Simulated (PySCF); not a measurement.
# Splitting trees

Molfile (atoms numbered from 1):
```
C4H9BO3
     RDKit          3D

 17 17  0  0  0  0  0  0  0  0999 V2000
    2.2389    0.4668    0.8353 C   0  0  0  0  0  0  0  0  0  0  0  0
    0.9655   -0.1208    0.8813 O   0  0  0  0  0  0  0  0  0  0  0  0
    0.4665   -0.5080   -0.3517 C   0  0  1  0  0  0  0  0  0  0  0  0
   -0.8583   -1.2072   -0.1161 C   0  0  0  0  0  0  0  0  0  0  0  0
   -1.8638   -0.2022    0.4089 C   0  0  0  0  0  0  0  0  0  0  0  0
   -1.9499    0.9265   -0.4395 O   0  0  0  0  0  0  0  0  0  0  0  0
   -0.8879    1.2923   -1.1952 B   0  0  0  0  0  0  0  0  0  0  0  0
    0.2963    0.6079   -1.1989 O   0  0  0  0  0  0  0  0  0  0  0  0
    2.9820   -0.2190    0.3845 H   0  0  0  0  0  0  0  0  0  0  0  0
    2.2357    1.4046    0.2560 H   0  0  0  0  0  0  0  0  0  0  0  0
    2.5384    0.6822    1.8694 H   0  0  0  0  0  0  0  0  0  0  0  0
    1.1924   -1.1683   -0.8656 H   0  0  0  0  0  0  0  0  0  0  0  0
   -1.2054   -1.6425   -1.0663 H   0  0  0  0  0  0  0  0  0  0  0  0
   -0.7163   -2.0263    0.6038 H   0  0  0  0  0  0  0  0  0  0  0  0
   -2.8682   -0.6459    0.4822 H   0  0  0  0  0  0  0  0  0  0  0  0
   -1.5635    0.1309    1.4159 H   0  0  0  0  0  0  0  0  0  0  0  0
   -0.9922    2.2550   -1.9131 H   0  0  0  0  0  0  0  0  0  0  0  0
  1  2  1  0
  2  3  1  0
  3  4  1  0
  4  5  1  0
  5  6  1  0
  6  7  1  0
  7  8  1  0
  8  3  1  0
  1  9  1  0
  1 10  1  0
  1 11  1  0
  3 12  1  6
  4 13  1  0
  4 14  1  0
  5 15  1  0
  5 16  1  0
  7 17  1  0
M  END
```

Relativity neglected, rapidly exchanging positions averaged, one computed conformer, no solvent model. J couplings at B3LYP/pcJ-1 (spin–dipole term only in couplings to heteroatoms); KT3/pcSseg-1 with gauge-including orbitals; PBE0-D3(BJ)/def2-SVP structure; PySCF 2.14.0 with density-fitted response routines.

Shifts are taken against calculated references (same method and geometry level): TMS for ¹³C (182.31 ppm).

Spectrometer: 500 MHz for ¹H. First-order analysis; couplings under 1 Hz (under 4 Hz in carbon signals) are ignored, and nearly equal couplings are merged; the smaller ones broaden or split the lines further.

Question: What pattern does C5 show in the proton-coupled ¹³C spectrum?

Answer: A doublet of doublets of triplets at δ 58.8: 154.9 Hz to H15 (1 × ¹H, 1 bond away), 152.4 Hz to H16 (1 × ¹H, 1 bond away), 5.2 Hz to H17 and H13 (2 × ¹H, 2 or 3 bonds away). Lines in Hz from the centre (relative intensity): +158.8 (1), +153.7 (2), +148.4 (1), +6.5 (1), +4.0 (1), +1.2 (2), -1.2 (2), -4.0 (1), -6.5 (1), -148.4 (1), -153.7 (2), -158.8 (1). The outer lines are 317.7 Hz apart, the sum of the couplings kept, or 2.527 ppm at this field.

Question: What pattern does C1 show in the proton-coupled ¹³C spectrum?

Answer: A quartet of doublets at δ 55.3: 147.5 Hz to H9/H10/H11 (3 × ¹H, 1 bond away), 4.0 Hz to H12 (1 × ¹H, 3 bonds away). Lines in Hz from the centre (relative intensity): +223.2 (1), +219.2 (1), +75.8 (3), +71.8 (3), -71.8 (3), -75.8 (3), -219.2 (1), -223.2 (1). The outer lines are 446.5 Hz apart, the sum of the couplings kept, or 3.551 ppm at this field.

Hydrogens on boron are broadened and split by ¹¹B (spin 3/2, 80 %) and 10B (spin 3). Unscaled 3J(H,H) at this level run about 10 % above measured values.
